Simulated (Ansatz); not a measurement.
`O[Si]([SiH3])([SiH3])Cl` → `O[SiH]([SiH3])Cl` + `[SiH2]` at 600 K and 1 bar (silylene loss).

Isolated molecules relaxed with PBE0-D4/def2-TZVP in Ansatz; ΔE leaves out vibrations. CBS: MP2 limit from def2 TZ/QZ plus the TZ coupled-cluster correction, frozen cores. This one scheme is used for every species. One conformer a species, not always the lowest.

```tsv
species	CCSD(T)/CBS energy (Eh)	H − E (kJ/mol)	S (J/(mol·K))
`O[Si]([SiH3])([SiH3])Cl`	-1406.48895	257.6	539.8
`O[SiH]([SiH3])Cl`	-1116.20942	191.6	443.1
`[SiH2]`	-290.19011	52.1	233.9
```

H − E and S are ideal-gas, rigid-rotor, harmonic terms from PBE0-D4/def2-TZVP, for one conformer and one mirror image of each species. 1 Eh = 2625.50 kJ/mol, R = 8.31446 J/(mol·K).

Q: By hand: ΔE, ΔH, ΔS and ΔG.

A: ΔE = (-1116.20942) + (-290.19011) − (-1406.48895) = 0.08942 Eh = 234.8 kJ/mol. Δ(H − E) = 191.6 + 52.1 − 257.6 = -13.9, so ΔH = 220.9 kJ/mol. ΔS = 443.1 + 233.9 − 539.8 = 137.2 J/(mol·K). ΔG = 220.9 − 600 × (137.2)/1000 = 138.6 kJ/mol.

Q: By hand: the equilibrium constant, and the temperature at which ΔG would vanish if ΔH and ΔS stayed fixed.

A: log₁₀ K = −ΔG/(RT ln 10) = -12.1. ΔG = 0 at ΔH/ΔS = 1610 K.

The number of gas molecules changes by +1, which sets the sign of ΔS. A doubt of 5 kJ/mol in ΔE shifts log₁₀ K by 0.4 here. Other conformers and mirror images would add mixing entropy, several J/(mol·K) or more a flexible species. These are equilibria of isolated gas molecules and say nothing of rates. Largest T1 diagnostic: 0.014 (customary marks: 0.02 for closed shells, 0.045 for open ones).
